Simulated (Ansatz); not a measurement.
`C[O][Hf]([OH])([SeH])[O]C`. The species carries charge 0 and has multiplicity 1. Hf: def2 effective core potential.

Cartesian coordinates in Å:
```
C -2.252 -1.591 1.033
O -1.498 -0.681 0.303
Hf -0.332 0.601 -0.492
O -0.766 2.407 -0.003
Se -0.669 0.252 -3.068
O 1.486 0.242 -0.031
C 2.801 -0.028 0.319
H -2.911 -1.071 1.736
H -1.602 -2.267 1.600
H -2.871 -2.192 0.361
H -1.081 3.232 0.347
H 0.199 1.407 -3.349
H 3.372 -0.345 -0.560
H 3.280 0.863 0.739
H 2.846 -0.829 1.065
```

Task: What are the harmonic wavenumbers in cm⁻¹ at PBE0-D4/def2-TZVP (Ansatz, finite differences of forces, unscaled)? (Best estimate.)

Result: Ansatz gave: 30, 42, 45, 51, 52, 60, 70, 120, 137, 155, 184, 191, 214, 234, 266, 448, 495, 504, 688, 1181, 1182, 1183, 1185, 1220, 1253, 1478, 1480, 1491, 1491, 1492, 1492, 2424, 3014, 3019, 3082, 3085, 3087, 3093, 4029.

Task: Is this a minimum?

Result: Yes, all 39 modes are real.

Task: Give the ideal-gas thermochemistry at 298.15 K and 1 bar (rigid rotor, harmonic oscillator; point group C1, symmetry number 1).

Result: Zero-point energy 268.8 kJ/mol; H(298) − E = 308.9 kJ/mol; entropy 542.6 J/(mol·K), of which translation 181.5, rotation 129.4, vibration 231.7; G(298) − E = 147.1 kJ/mol. Modes under 100 cm⁻¹ are hindered rotations or soft bends, so the harmonic entropy is rough.

Task: And at 400, 500, 600, 800 and 1000 K?

Result: 
```tsv
T (K)	H − E (kJ/mol)	S (J/mol/K)	G − E (kJ/mol)
400	328.2	598.2	88.9
500	349.1	644.7	26.7
600	371.7	685.8	-39.8
800	421.1	756.7	-184.3
1000	475.0	816.8	-341.8
```

Task: Rotational constants (cm⁻¹)?

Result: 0.03669, 0.02387, 0.01964.
